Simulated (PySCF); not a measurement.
Dipole response of He (helium, neutral)

1s2, closed-shell 1S. Computed with PySCF 2.14 in aug-cc-pVQZ-DK (5s4p3d2f, 46 functions), with scalar relativity by spin-free X2C-1e. Coupled (time-dependent) response in atomic units; α is the mean over directions.

```tsv
method	mean α (bohr³)	C₆ (like pair)	S(−4)
UHF	1.321	1.375	1.362
PBE	1.568	1.728	2.042
PBE0	1.486	1.609	1.800
B97-3	1.460	1.567	1.734
```

S(−4) is the Cauchy moment in α(ω) = α(0) + S(−4) ω² + …

Reference α: 1.384 bohr³ (recommended; Schwerdtfeger and Nagle, table of static dipole polarizabilities (2023 update)). Published C₆: 1.420 (Chu and Dalgarno (2004); Tang, Norbeck and Certain (1976)).

α(iu) at PBE0:

| u (hartree) | α(iu) (bohr³) |
| --- | --- |
| 0 | 1.486 |
| 0.0500 | 1.482 |
| 0.100 | 1.469 |
| 0.200 | 1.418 |
| 0.300 | 1.342 |
| 0.500 | 1.150 |
| 0.750 | 0.9095 |
| 1.00 | 0.7135 |
| 1.50 | 0.4558 |
| 2.00 | 0.3103 |
| 3.00 | 0.1668 |
| 5.00 | 0.06926 |
